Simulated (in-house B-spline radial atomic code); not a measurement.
Ionising Co2+ with different functionals

Computed with a radial B-spline atomic code at the basis-set limit: scalar-relativistic (spin-free X2C) Hamiltonian, Fermi nucleus of rms radius 3.7875 fm, spin-polarised at highest spin, spherical fractional occupations for the functionals, the average over the highest-spin determinants for Hartree-Fock. The ionisation energy is the difference of two self-consistent energies, [Ar] 3d7 → [Ar] 3d6, without Breit or QED terms; ε is the level of the shell that loses the electron (its least bound occupied spin orbital).

Hybrids are left out here: with spherical fractional occupations of an open shell their exact exchange keeps a self-interaction that integer-occupation calculations don't have.

```csv
method,rung,ΔSCF (eV),-ε(3d) (eV)
Hartree-Fock,Hartree-Fock,30.44,33.47
LDA VWN5,LDA,34.06,25.71
LDA PW92,LDA,34.05,25.71
LDA exchange-only,LDA,32.09,23.89
PBE,GGA,33.62,25.29
PBEsol,GGA,33.59,25.26
BLYP,GGA,33.68,25.35
RPBE,GGA,?,?
PW91,GGA,33.75,25.40
BP86,GGA,33.75,25.42
AM05,GGA,33.61,25.27
OLYP,GGA,33.49,25.12
TPSS,meta-GGA,33.34,25.01
SCAN,meta-GGA,?,?
r2SCAN,meta-GGA,32.86,24.68
revTPSS,meta-GGA,33.14,24.85
```

(1) What does RPBE give?

(2) What does SCAN give?

(3) How do they compare with the NIST value?

Answers

(1) ΔSCF 33.50 eV, and -ε(3d) = 25.16 eV.

(2) ΔSCF 32.81 eV, and -ε(3d) = 24.66 eV.

(3) NIST lists 33.50 eV ± 0.06 (semi-empirical, ground level to ground level). Errors run from -3.06 to +0.56 eV; RPBE is closest (-0.00 eV), though others lie within the uncertainty of it, and part of that can be cancellation, since the calculations leave out spin-orbit coupling, Breit-QED terms, multiplet and fine-structure energies. Hartree-Fock also lacks correlation.
